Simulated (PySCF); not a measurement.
B(Cl)(Br)(vinyl) (C2H3BBrCl), SMILES C=CB(Cl)Br. Geometry optimised at PBE-D3(BJ)/def2-SVP. This is a generated structure with no PubChem entry under its InChIKey; it may be hypothetical. The values are those of a single conformer.

Computed equilibrium geometry at PBE-D3(BJ)/def2-SVP (PySCF confirms it by a frequency run) as a Z-matrix, and its point group (one conformer of several):
point group Cs.
```
C
C 1 1.3533
H 2 1.1029 1 122.18
H 2 1.1037 3 116.87 1 180.00
H 1 1.1051 2 118.27 3 0.00
B 1 1.5477 5 117.32 2 180.00
Cl 6 1.7628 1 119.99 5 0.00
Br 6 1.9293 1 121.86 5 180.00
```
